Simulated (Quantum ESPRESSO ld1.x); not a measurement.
Q: The mean radii <r> (bohr) of the occupied orbitals of an atom or ion are listed with their occupations. Method: scalar-relativistic Kohn-Sham, relativistic LDA (MacDonald-Vosko exchange, VWN5 correlation), spin-unpolarised, spherical densities, point nucleus; computed with ld1.x of Quantum ESPRESSO 7.5.

| orbital | occ. | <r> |
|---|---|---|
| 1s | 2 | 0.01781 |
| 2s | 2 | 0.07519 |
| 2p | 6 | 0.06748 |
| 3s | 2 | 0.1941 |
| 3p | 6 | 0.1944 |
| 3d | 10 | 0.1759 |
| 4s | 2 | 0.4137 |
| 4p | 6 | 0.4321 |
| 4d | 10 | 0.4411 |
| 4f | 3 | 0.4272 |

Name the element and its charge.

A: Z = 76, osmium, charge +27: Os27+ in [Kr] 4d10 4f3. The 1s radius gives Z: for a bare nucleus <r> = (2 gamma + 1)/(2Z) with gamma = sqrt(1 - (Z/c)^2), 0.01753 bohr for Z = 76, and screening makes it slightly larger (0.01781 here). The occupations add up to 49, and the charge is Z minus that.
